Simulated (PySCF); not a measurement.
# Two-dimensional NMR puzzle

Compound of formula C4H7O2PSi2. Correlations simulated from computed shifts and the bond graph:

HSQC (one-bond C–H):
```
  δH     δC
9.17  195.8
```

COSY cross peaks (H two or three bonds apart, from the bond graph; peaks can be absent where the dihedral angle is near 90°):
```
  δH    δH
4.71  3.69
4.71  1.72
```

HMBC (two and three bonds, from the bond graph):
```
  δH            δC
9.17  179.3, 112.3
4.71  120.4, 112.3
3.69         120.4
1.72         120.4
```

Carbons without hydrogens: δ 179.3, 120.4, 112.3.

Relativity neglected, one conformer, equivalent nuclei averaged, no solvent. Coordinates at the GFN2-xTB level; σ from GIAO-PBE0/pcSseg-1; PySCF 2.14.0 with density-fitted response routines.

Scale: TMS for 1H (σ = 31.72 ppm) and 13C (σ = 186.93 ppm) (reference shieldings calculated alike).

Exchangeable hydrogens are left out of these lists.

Assemble the structure.

Answers

SMILES O=CC(=O)C#C[Si@H]([SiH3])P.

Structure with atom numbers: `[O:1]=[CH:2][C:3](=[O:4])[C:5]#[C:6][Si@H:7]([SiH3:8])[PH2:9]`. Hydrogens are named by the atom that carries them.

1. δC 195.8 is C2, an aldehyde carbonyl carbon (δH 9.17).
2. δC 179.3 is C3, a carbonyl carbon of an ynone.
3. δC 120.4 is C6, an alkyne carbon.
4. δC 112.3 is C5, an alkyne carbon.
5. HMBC from δH 9.17 reaches the proton-free carbons C3, C5.
6. HMBC from δH 4.71 reaches the proton-free carbons C6, C5.
7. HMBC from δH 3.69 reaches the proton-free carbon C6.
8. HMBC from δH 1.72 reaches the proton-free carbon C6.
9. COSY links 4.71–3.69, 4.71–1.72.

The shifts were computed for this structure.

Shifts are as computed. Against solution values, carbons near 30 ppm lie about +3 ppm off and those near 130 ppm about +5 ppm. Of 1309 compounds with measured shifts, 239 miss one by over three times the rms of a fit or turn the order of signals round; such compounds aren't used in these exercises.
